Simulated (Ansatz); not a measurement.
Geometry optimisation, RKS B3LYP-D4/def2-SVP in Ansatz.

The input (input.yaml):

```yaml
crystal:
  periodic: [false, false, false]
  atoms:
    - { symbol: B, position_ang: [0.080056, 0.387727, -0.407509] }
    - { symbol: Cl, position_ang: [-0.018741, -0.08458, 2.620332] }
    - { symbol: O, position_ang: [1.318335, -0.081821, -0.639654] }
    - { symbol: H, position_ang: [1.33975, -0.999514, -0.937584] }
    - { symbol: H, position_ang: [-0.942455, -0.21892, -0.617872] }
    - { symbol: F, position_ang: [-0.002724, 1.646421, 0.019466] }
    - { symbol: H, position_ang: [0.066279, 1.127487, 2.073621] }
basis:
  gaussian: { orbitals: def2-SVP }
hamiltonian:
  xc: b3lyp
  dispersion: d4
relax:
  f_tol: 0.03
  max_steps: 50
output:
  orbitals: {}
```

Command:

```bash
$ ansatz run input.yaml --threads 1 --pin off --max-ram 2048MiB --backend cpu --events-out ev --progress --plain --runs-dir out
```

Task: Where does it end, and by what steps?

Result: It converged. The force dipped under the threshold on the way, but the program's further checks kept it going. After 7 steps the energy has fallen by 0.049 eV; Cl2 moved furthest, 0.33 Å.

```
step  energy less start (eV)  largest force component (eV/Å)  accepted
   0                  0.0000                           1.009       yes
   1                 -0.0236                           0.733       yes
   2                  0.0387                           1.210        no
   3                 -0.0428                           0.167       yes
   4                 -0.0441                           0.103       yes
   5                 -0.0477                           0.048       yes
   6                 -0.0483                           0.026       yes
   7                 -0.0485                           0.029       yes
```

```xyz
7
Properties=species:S:1:pos:R:3
B 0.104 0.366 -0.470
Cl -0.041 0.059 2.919
O 1.335 -0.105 -0.724
H 1.337 -0.991 -1.108
H -0.917 -0.220 -0.724
F 0.027 1.581 0.084
H -0.005 1.087 2.135
```

Whether the end is a true minimum wasn't checked by a vibrational analysis.

The run took 12 s on 1 thread of Intel(R) Xeon(R) 6975P-C (Granite Rapids) (shared host), peak memory 0.17 GiB.
